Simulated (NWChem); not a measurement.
# C5H3Cl; SMILES C(C=C=CCl)#C

```xyz
9

C      0.8031     3.3770    -0.1819
C      0.1007     2.4103     0.0918
C     -0.7391     1.3139     0.4387
C     -0.6343     0.0876    -0.0673
C     -0.5495    -1.1244    -0.5653
Cl     0.4300    -2.3929     0.1426
H      1.4297     4.2222    -0.4301
H     -1.5363     1.5120     1.1843
H     -1.0890    -1.4412    -1.4734
```
Atoms are numbered in this order, from 1.

Computed with NWChem. Medium grid unless said otherwise, to which SCAN and Minnesota functionals are sensitive. All runs use the structure optimised with PBE-D3(BJ)/def2-SVP.

Task: Order these by “orbital gap (eV)”, lowest first: PBE/def2-SVP; CAM-B3LYP/def2-SVP; B3LYP/def2-SVP; LC-BLYP (range parameter 0.33 per bohr)/def2-SVP.

Result: PBE/def2-SVP (3.82), B3LYP/def2-SVP (5.37), CAM-B3LYP/def2-SVP (8.15), LC-BLYP (range parameter 0.33 per bohr)/def2-SVP (10.00)
